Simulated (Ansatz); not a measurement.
`[CH3][Sn][F]` and `[CH3][Sn][OH]` differ in one atom or group.

Ansatz, PBE0-D4/def2-TZVP geometries, multiplicity 1. Each molecule was computed in one conformer, which needn't be the lowest.

Elements past krypton have def2 core potentials. Outer-core shells of Sn are correlated without core-valence functions. Spin–orbit coupling is left out.

| property | `[CH3][Sn][F]` |
| --- | --- |
| vertical ionisation energy (CCSD(T)/def2-TZVPP) / eV | 8.91 |
| HOMO–LUMO gap (PBE0/def2-TZVPP) / eV | 4.15 |
| LUMO energy (B3LYP/def2-TZVPP) / eV | -2.79 |
| size of the dipole moment (ωB97M-V/def2-TZVPP) / D | 2.76 |
| zero-point energy (PBE0-D4/def2-TZVP) / kJ/mol | 94.8 |
| HOMO–LUMO gap (B3LYP/def2-TZVPP) / eV | 3.71 |

Task: What does the change do to each property? (Estimate.)

Result: Ansatz gave: 
| property | `[CH3][Sn][OH]` | shift |
| --- | --- | --- |
| vertical ionisation energy (CCSD(T)/def2-TZVPP) / eV | 8.67 | -0.24 |
| HOMO–LUMO gap (PBE0/def2-TZVPP) / eV | 4.37 | 0.22 |
| LUMO energy (B3LYP/def2-TZVPP) / eV | -2.39 | 0.40 |
| size of the dipole moment (ωB97M-V/def2-TZVPP) / D | 1.84 | -0.92 |
| zero-point energy (PBE0-D4/def2-TZVP) / kJ/mol | 125.5 | 30.7 |
| HOMO–LUMO gap (B3LYP/def2-TZVPP) / eV | 3.94 | 0.23 |

With PBE0 the HOMO rises by 0.17 eV and the LUMO rises by 0.38 eV, so the gap widens by about 0.21 eV. PBE moves the HOMO by 0.13 eV and ωB97M-V by 0.16 eV. The zero-point energy changes by 30.7 kJ/mol with +3 modes. Dipoles are sizes alone; their direction can turn.

B3LYP here is the variant with VWN-RPA as its local correlation; programs differ in this.
